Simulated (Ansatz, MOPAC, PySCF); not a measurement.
Pair of molecules: HCl (SMILES Cl) (first 2 atoms) with C3H6 (SMILES C=CC); geometry from B3LYP-D3(BJ)/def2-TZVP.
(charge 0, multiplicity 1):
```xyz
11

Cl     0.24085     0.21109     0.53840
H      0.54917     0.09147     1.79287
C      1.12702    -0.51918     3.95292
C      0.21815     0.44038     4.10678
C     -1.26143     0.23360     4.10872
H      0.83855    -1.55700     3.82744
H      2.18753    -0.30276     3.96252
H      0.55835     1.46480     4.23456
H     -1.73348     0.80743     3.30648
H     -1.51998    -0.81737     3.97649
H     -1.69932     0.58352     5.04742
```

Monomers are frozen at their geometry in the pair; levels with a basis set take the counterpoise correction.

Correlated levels freeze the cores. The state reached by AM1 isn't checked.

Codes used: Ansatz (an electronic-structure program) with Gaussian orbitals; MOPAC for AM1 (differences of heats of formation); PySCF for the dispersion terms. Each number belongs to the level named beside it.

**Question.** One of these levels gives -4.22 kcal/mol for the interaction energy. Which one is it?
A) AM1
B) BLYP-D4/def2-TZVPPD
C) MP2/aug-cc-pV(D+d)Z
D) r2SCAN-D4/def2-TZVPPD

**Answer.** B, BLYP-D4/def2-TZVPPD. The others give -1.59 (AM1), -4.74 (r2SCAN-D4/def2-TZVPPD), -3.76 (MP2/aug-cc-pV(D+d)Z)
